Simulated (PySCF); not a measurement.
Species: C6H12AlN.
Atom-mapped SMILES: `[AlH3-:1][N+:2]#[C:3][CH2:4][CH:5]1[CH2:6][CH2:7][CH2:8]1` (hydrogens: H9, H10, H11 on Al1; H12, H13 on C4; H14 on C5; H15, H16 on C6; H17, H18 on C7; H19, H20 on C8)

Method used: TDDFT CAM-B3LYP/def2-SVPD, vertical, gas phase, core orbitals frozen in the response in PySCF 2.14.0, density-fitted response routines. Geometry: PBE0-D3(BJ)/def2-SVP, one conformer, isolated molecule. Torsions of this conformer, `[AlH3-:1][N+:2]#[C:3][CH2:4][CH:5]1[CH2:6][CH2:7][CH2:8]1`: C3–C4–C5–C6 -51°.

```json
{"state": "S1", "E (eV)": "5.94", "λ (nm)": "208.9", "f": "0.0061", "|μ| (D)": "0.52", "main configurations (H = HOMO, L = LUMO)": "H→L (76%), H→L+2 (12%)"}
{"state": "S2", "E (eV)": "6.06", "λ (nm)": "204.6", "f": "0.019", "|μ| (D)": "0.92", "main configurations (H = HOMO, L = LUMO)": "H-1→L (54%), H→L+1 (34%)"}
{"state": "S3", "E (eV)": "6.12", "λ (nm)": "202.7", "f": "0.012", "|μ| (D)": "0.71", "main configurations (H = HOMO, L = LUMO)": "H-1→L+1 (90%)"}
{"state": "S4", "E (eV)": "6.38", "λ (nm)": "194.4", "f": "0.253", "|μ| (D)": "3.24", "main configurations (H = HOMO, L = LUMO)": "H→L+1 (62%), H-1→L (30%)"}
{"state": "S5", "E (eV)": "6.74", "λ (nm)": "184.0", "f": "0.037", "|μ| (D)": "1.20", "main configurations (H = HOMO, L = LUMO)": "H→L+2 (42%), H→L+3 (21%), H→L+6 (19%)"}
{"state": "S6", "E (eV)": "6.77", "λ (nm)": "183.2", "f": "0.038", "|μ| (D)": "1.22", "main configurations (H = HOMO, L = LUMO)": "H-1→L+2 (49%), H-1→L+6 (20%), H-1→L+3 (15%)"}
```

The lowest singlet lies at 5.94 eV (209 nm, ultraviolet) and is weak; its leading configuration is HOMO→LUMO (76%). The most intense listed level is S4 at 6.38 eV (194 nm, f = 0.253), 0.44 eV above S1. Löwdin shares by element: HOMO (one of a set within 0.03 eV) hydrogen 55% or more, aluminium 38%; LUMO carbon 43% or more, nitrogen 24% (atoms not listed hold the other 33%). The oscillator strengths of these states sum to 0.365; summed over the whole spectrum of an exact calculation they would give the number of electrons, 68 (Thomas–Reiche–Kuhn). The listed states span 0.83 eV, and the widest gap between neighbours is 0.36 eV (S4 to S5). Weighted by f, the mean energy of these states is 6.42 eV. The window holds the lowest 6 singlets.
